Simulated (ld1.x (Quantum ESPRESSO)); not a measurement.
# An all-electron radial function and its pseudo partner (rhodium)

Columns: radius, all-electron u(r) and pseudo u(r) of the 4s shell (level -82.49 eV) of rhodium in the configuration [Ar] 3d10 4s2 4p6 4d8 5s1 5p0; PBE, scalar-relativistic, RRKJ scheme, ld1.x (Quantum ESPRESSO) 7.5.

```
r (bohr)  all-electron   pseudo
   0.098       -0.4205  -0.0127
   0.195        0.2513  -0.0539
   0.292        0.6493  -0.1479
   0.390        0.3942  -0.3097
   0.488       -0.1235  -0.5306
   0.585       -0.6043  -0.7738
   0.682       -0.9417  -0.9918
   0.780       -1.1253  -1.1386
   0.878       -1.1799  -1.1881
   0.975       -1.1454  -1.1506
   1.072       -1.0579  -1.0589
   1.170       -0.9426  -0.9426
   1.268       -0.8189  -0.8189
   1.365       -0.6993  -0.6993
   1.463       -0.5879  -0.5879
   1.560       -0.4898  -0.4898
   1.658       -0.4038  -0.4038
   1.755       -0.3314  -0.3314
   1.852       -0.2704  -0.2704
   1.950       -0.2192  -0.2192
   2.047       -0.1775  -0.1775
   2.145       -0.1430  -0.1430
   2.242       -0.1151  -0.1151
   2.340       -0.0923  -0.0923
   2.438       -0.0738  -0.0738
   2.535       -0.0591  -0.0591
```

(1) How many radial nodes do the two functions have?

(2) At about which radius was the pseudo-wave matched?

(3) Is the pseudo-wave norm-conserving?

Answers

(1) The all-electron 4s function has n − l − 1 = 3 (the table is too coarse to show those close to the nucleus); the pseudo-wave has 0, since the states of the same l below it are removed with the core.

(2) 1.15 bohr, where the columns begin to agree (steps of 0.10 bohr).

(3) Yes: the RRKJ scheme keeps the norm inside the radius equal to the all-electron one, which fixes the energy derivative of the logarithmic derivative at the level.
